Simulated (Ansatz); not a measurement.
Job for Ansatz (a program for electronic structure): U-B3LYP/def2-TZVPP on ClGaH2 (SMILES [Cl][GaH2]), a point of a bond scan (R = 1.401 Å).

Ansatz 0.2 input:
```yaml
crystal:
  periodic: [false, false, false]
  atoms:
    - {symbol: Ga, position_ang: [-0.00289679, -0.23188832, -0.67116797]}
    - {symbol: H, position_ang: [-1.26848354, -0.30385116, -1.26822317]}
    - {symbol: H, position_ang: [1.39793515, -0.58224349, -1.25325605]}
    - {symbol: Cl, position_ang: [0.00593939, 0.47544872, 1.37611916]}
basis:
  gaussian:
    orbitals: def2-TZVPP
hamiltonian:
  xc: {name: B3LYP}
magnetization: {spin_polarized: true, initial_magnetization: 0}
```

### Question
Predict the final total energy.

### Answer
-2386.3690 hartree.
